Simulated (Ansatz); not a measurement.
Molecule: sum formula H₇Si₃NOClF (charge 0, singlet). 
Structure (B3LYP-D3(BJ)/def2-TZVP (Ansatz, a first-principles code) minimum search):
```
Si
F 1 1.5904
O 1 1.6103 2 109.89
Si 3 1.6510 1 144.52 2 -84.75
N 1 1.6902 2 110.65 3 120.74
H 5 1.0110 1 114.22 2 -126.75
Si 5 1.7397 6 117.15 1 176.61
H 7 1.4766 5 106.61 6 -179.93
H 4 1.4767 3 107.17 1 168.54
H 4 1.4781 9 110.07 3 -118.93
H 4 1.4781 9 110.24 10 -121.41
H 7 1.4809 8 110.20 5 120.24
H 7 1.4813 8 110.00 12 119.10
Cl 1 2.0542 2 104.38 3 -117.81
```
Charge 0, spin multiplicity 1.

Property: atomisation energy (electronic, to ground-state atoms), in kJ/mol. Correlated levels leave the core frozen unless marked. Open shells are spin-unrestricted. No spin-orbit coupling. No relativistic terms. The coupled-cluster limit lacks core correlation, which all-electron functionals hold. CBS(X,Y): correlation extrapolated as X^-3; Hartree-Fock from the larger set.

```csv
level,program,atomisation energy (kJ/mol)
revPBE-D4/def2-TZVPD,Ansatz + dftd4,4901.0
B3LYP-D3(BJ)/def2-TZVPD,Ansatz + dftd3,5010.4
PBE0/def2-QZVPP,Ansatz,[?]
B2PLYP-D3(BJ)/def2-TZVPD,Ansatz + dftd3,[?]
CCSD/6-31G*,Ansatz,4399.2
"CCSD(T)/CBS(cc-pV(T+d)Z,cc-pV(Q+d)Z)",Ansatz,[?]
```

Problem. Complete the blanks.

Solution. 
- PBE0/def2-QZVPP, atomisation energy (kJ/mol): 4933.5
- B2PLYP-D3(BJ)/def2-TZVPD, atomisation energy (kJ/mol): 4982.8
- CCSD(T)/CBS(cc-pV(T+d)Z,cc-pV(Q+d)Z), atomisation energy (kJ/mol): 5066.7
